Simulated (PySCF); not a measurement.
Delta-SCF ions had no search for a lower state. Excitations are Tamm–Dancoff values on a coarser integration grid. The basis has no diffuse functions, so Rydberg states are missing or too high.

## CH₂OS, SMILES `SC=O` (O–C–S–H torsion 0°) (charge 0, multiplicity 1)

Calculation: M06-2X/def2-TZVP // B3LYP-D3(BJ)/def2-TZVP in PySCF 2.14.0.

- HOMO: -9.32 eV
- dipole moment: 1.60 D
- HOMO–LUMO gap: 9.31 eV
- LUMO: -0.01 eV
- S1 excitation (TDA): 4.43 eV
- S1 oscillator strength: 0.000
- brightest of the four lowest singlets (TDA): 7.43 eV
- T1 excitation (TDA): 3.99 eV
- S1–T1 gap (TDA): 0.44 eV
- vertical ionisation energy (Delta-SCF): 10.74 eV
- total energy: -512.7070 Ha
- cost: about 100 core-seconds (a rough figure)

```xyz
5

O     -0.7472     1.0017    -0.6653
C     -0.5641    -0.0439    -0.1131
S      0.9855    -0.6289     0.5413
H     -1.3593    -0.7900     0.0597
H      1.6851     0.4611     0.1773
```
Charge 0, spin multiplicity 1.
